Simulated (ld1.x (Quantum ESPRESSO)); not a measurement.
**thulium, TM: configuration errors across variants**

| Quantity | Value |
| --- | --- |
| Element | thulium (Tm) |
| Generator | ld1.x (Quantum ESPRESSO) 7.5 |
| Type | norm-conserving Troullier–Martins (Kleinman–Bylander form) |
| Functional | PBEsol |
| Relativity | fully relativistic |
| Frozen core | [Xe] |
| Valence charge | 15 |
| Reference configuration | 4f13 5d0 6s1.75 6p0.25 |
| Partial waves | 6s (bound): rc 2.30 bohr; 6p (bound): rc 3.60 bohr; 4f (bound): rc 1.30 bohr; 5d (bound, empty): rc 3.35 bohr |
| Local potential | the d channel |
| Core correction | none |

Open shells are filled in proportion to 2j + 1 (rel_dist='average').

All-electron excitation energies from the reference (eV): (1) 4f13 5d0 6s2 6p0 -0.700; (2) 4f13 5d0 6s1 6p0 5.774; (3) 4f13 5d0 6s0 6p0 17.759; (4) 4f13 5d0 6s0 6p1 9.444; (5) 4f12 5d0 6s0 6p0 44.129; (6) 4f13 5d1 6s1 6p0 2.404; (7) 4f13 5d0 6s0 6p2 5.193.

Tests that are not counted but printed errors over 1 eV. “local potential all-electron potential smoothed inside 1.10 bohr (lloc = -2)”: 4f13 5d0 6s0 6p1 (solver errors, printed error -1.3 eV). “wave 5d (bound): rc 3.35 bohr becomes 5d (bound): rc 2.46 bohr”: 4f13 5d0 6s0 6p2 (solver errors, printed error -2559 eV).

5 further variants failed, have other tests or another functional or relativity, and are left out.

A true bound ghost makes a file unfit for plane-wave use even where its test errors are small: the radial tests pick states by their node count and pass the ghost by. Where a test does run into it, the solver fails or the error is huge.

Errors AE − PS in meV (a dash: test not solved or not reliable):

| change | (1) | (2) | (3) | (4) | (5) | (6) | (7) | bound ghosts |
| --- | --- | --- | --- | --- | --- | --- | --- | --- |
| base | +0.2 | -6.0 | +190 | +183 | -902 | +15 | +70 | s |
| local potential all-electron potential smoothed inside 1.10 bohr (lloc = -2) | +0.6 | +3.3 | +192 | – | -798 | +21 | +43 | s, p3/2, p1/2 |
| wave 4f (bound): rc 1.30 bohr becomes 4f (bound): rc 0.98 bohr | +0.2 | -6.1 | +189 | +183 | -941 | +14 | +69 | s |
| core correction a·sin(br)/r model core inside 0.68 bohr | -0.5 | -9.0 | -50 | +95 | -1502 | -11 | +7.8 | s |
| wave 5d (bound): rc 3.35 bohr becomes 5d (bound): rc 2.46 bohr | +0.4 | -2.5 | +191 | – | -950 | +7.3 | – | s, p3/2 |
| all radii scaled by about 1.24 (s 2.84, p 4.46, d 4.14, f 1.60 bohr) | -0.2 | – | +183 | +71 | -585 | +22 | +39 | s |

Problem. Give the same row for: wave 6p (bound): rc 3.60 bohr becomes 6p (bound): rc 2.88 bohr.

Solution. +0.5, -6.7, +188, +303, -923, +16, +124; bound ghosts: s.
